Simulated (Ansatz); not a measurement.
Ansatz results at the PBE0-D4/def2-TZVP geometry: LUMO energy (PBE0/def2-TZVPP) -2.41 eV; zero-point energy (PBE0-D4/def2-TZVP) 162.7 kJ/mol; size of the dipole moment (B3LYP/def2-TZVPP) 6.49 D.

Each molecule was computed in one conformer, which needn't be the lowest.

(1) Which molecule gave them?
A. `C[N]=[W]([OH])([F])([Cl])[Cl]`
B. `C[O][W](=[NH])(=[NH])[OH]`
C. `[O]=[W](=[O])([F])[Cl]`
D. `C[O][W](=[O])([F])=[S]`

Answers

(1) A. The others give `C[O][W](=[NH])(=[NH])[OH]`: -0.50, 218.5, 0.98; `C[O][W](=[O])([F])=[S]`: -2.38, 129.3, 3.91; `[O]=[W](=[O])([F])[Cl]`: -2.94, 26.6, 1.90.

B3LYP here is the variant with VWN-RPA as its local correlation; programs differ in this.
